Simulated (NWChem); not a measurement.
Species: CH$_{3}$BO anion, doublet; SMILES of the neutral closed-shell parent B.[C-]#[O+]

```xyz
6

B      0.0229    -1.3635    -0.0219
H     -0.3611    -1.8499    -1.0908
H      1.1322    -1.8376     0.2451
H     -0.7936    -1.5598     0.8927
O     -0.2293     1.2205     0.2370
C      0.2247     0.2255    -0.2620
```
Atoms are numbered in this order, from 1.

Computed with NWChem. Spin-unrestricted. Sets without diffuse functions describe the anion's extra electron poorly. Coordinates come from a B3LYP/def2-SVPD, spin-unrestricted optimisation. The spin multiplicity was typed, not searched, and may not be the lowest. No stability test was run on the SCF state. The highest occupied level is positive, so the extra electron may be held by the finite basis. Atomic charges in e: unrestrained fits to the electrostatic potential beside Mulliken populations; buried atoms are poorly determined by the fit.

Q: Estimate the computed values for B3LYP/def2-SVP. Quantities: ESP B1; Mulliken B1; ESP O5; Mulliken O5; ESP C6; Mulliken C6; relative RMS misfit of the potential (%).

A: ESP B1: 0.40
Mulliken B1: -0.30
ESP O5: -0.34
Mulliken O5: -0.28
ESP C6: -0.15
Mulliken C6: 0.01
relative RMS misfit of the potential (%): 6
